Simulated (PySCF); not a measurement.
tin monoxide cation (OSn), SMILES [O]=[Sn] (connectivity only; charge and spin as stated), charge +1, multiplicity 2.

Coordinates come from a PBE-D3(BJ)/def2-TZVP optimisation. The multiplicity is an assumed one; other spin states were not compared. The def2 effective core potentials stand for the cores of Sn; spin–orbit coupling is left out.

Two levels are set side by side: PBE/def2-TZVPD (PySCF) and B3LYP/def2-TZVPD (PySCF). Same geometry, gas phase. Differences are taken from unrounded values.

| quantity | B3LYP |
|---|---|
| α-spin orbital gap (eV) | 5.60 |
| β-spin orbital gap (eV) | 3.21 |

Question: What does PBE give, and how far is it from B3LYP? (An estimate is asked for; the answer gives what the named calculation found.)

Answer: 
| quantity | PBE | PBE minus B3LYP |
|---|---|---|
| α-spin orbital gap (eV) | 4.02 | -1.57 |
| β-spin orbital gap (eV) | 0.76 | -2.46 |

Rough cost on one machine, each run with all the roots and properties that it gave: B3LYP against PBE within a factor of 2.
